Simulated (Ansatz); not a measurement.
# A geometry optimisation of ClF2HSiSn with r2SCAN-D4/def2-SVP

The starting geometry of this gas-phase singlet was optimised with GFN2-xTB.

```xyz
6

Cl   -0.7195    2.6561   -1.7957
F     0.5703   -1.4162    1.5554
F     1.9017   -0.7963   -0.2783
Si    0.4059   -0.5284    0.2275
Sn   -1.2736    1.5895    0.2397
H     0.6725    1.4012    1.2074
```

Task: Predict what it relaxes into with r2SCAN-D4/def2-SVP.

Result: It rearranges to `F[SiH](F)[Sn][Cl]`. Distances that change by over a tenth: Sn5–H6 (2.18 → 3.63 Å). Contacts that close: Si4–H6 (2.18 → 1.49 Å).

The energy falls by 1.10 eV over 25 steps:

```csv
step,E − E(last) (eV)
1,1.097
4,0.564
6,0.476
9,0.304
12,0.056
14,0.029
17,0.008
20,0.000
22,0.000
25,0.000
```

Final geometry (Å):

```yaml
atoms:
  - { symbol: Cl, position_ang: [-0.4253, 2.7727, -1.2515] }
  - { symbol: F, position_ang: [0.3298, -1.0835, 1.7750] }
  - { symbol: F, position_ang: [1.3320, -0.7415, -0.6017] }
  - { symbol: Si, position_ang: [0.5529, 0.0304, 0.6062] }
  - { symbol: Sn, position_ang: [-1.7204, 0.8738, -0.5314] }
  - { symbol: H, position_ang: [1.4883, 1.0541, 1.1594] }
```

The end wasn't checked by frequencies. Atoms past krypton carry core potentials, without spin–orbit terms. Run with Ansatz 0.2.0, 57 s on 1 thread of Intel(R) Xeon(R) 6975P-C (Granite Rapids) (shared host).
